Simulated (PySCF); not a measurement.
Fractional electron number in Ni²⁺ (nickel, charge +2)

The 3d beta orbital of [Ar] 3d8 is emptied in steps (occupation f), with all orbitals relaxed, ending at [Ar] 3d7. Computed with PySCF 2.14 in x2c-TZVPall, with the spin-free X2C one-electron Hamiltonian (Gaussian nucleus). The exact energy is a straight line in f; departures are measured from the line between the end points of the same method.

| f | UHF (eV) | LDA (eV) | PBE (eV) |
| --- | --- | --- | --- |
| 1 | 0.000 | 0.000 | 0.000 |
| 0.8 | 0.549 | -1.421 | -1.381 |
| 0.6 | 0.792 | -2.151 | -2.088 |
| 0.4 | 0.762 | -2.170 | -2.103 |
| 0.2 | 0.490 | -1.459 | -1.411 |
| 0 | 0.000 | 0.000 | 0.000 |

```json
{"method": "UHF", "E(f=0) − E(f=1) (eV)": "33.145", "−ε at f=1 (eV)": "36.715", "−ε at f=0.4 (eV)": "32.368"}
{"method": "LDA", "E(f=0) − E(f=1) (eV)": "36.546", "−ε at f=1 (eV)": "27.754", "−ε at f=0.4 (eV)": "38.260"}
{"method": "PBE", "E(f=0) − E(f=1) (eV)": "36.151", "−ε at f=1 (eV)": "27.591", "−ε at f=0.4 (eV)": "37.831"}
```

Orbital energy along the path (eV):

| f | UHF | LDA | PBE |
| --- | --- | --- | --- |
| 1 | -36.715 | -27.754 | -27.591 |
| 0.8 | -35.094 | -31.151 | -30.915 |
| 0.6 | -33.653 | -34.656 | -34.332 |
| 0.4 | -32.368 | -38.260 | -37.831 |
| 0.2 | -31.219 | -41.957 | -41.400 |
| 0 | -30.189 | -45.738 | -45.022 |

Reference removal energy between the ground levels: 35.187 ± 0.019 eV (measured; NIST Atomic Spectra Database, ionization energies). The calculation has no spin-orbit coupling. The determinant left behind need not be the lowest term of the ion. UHF lacks correlation.
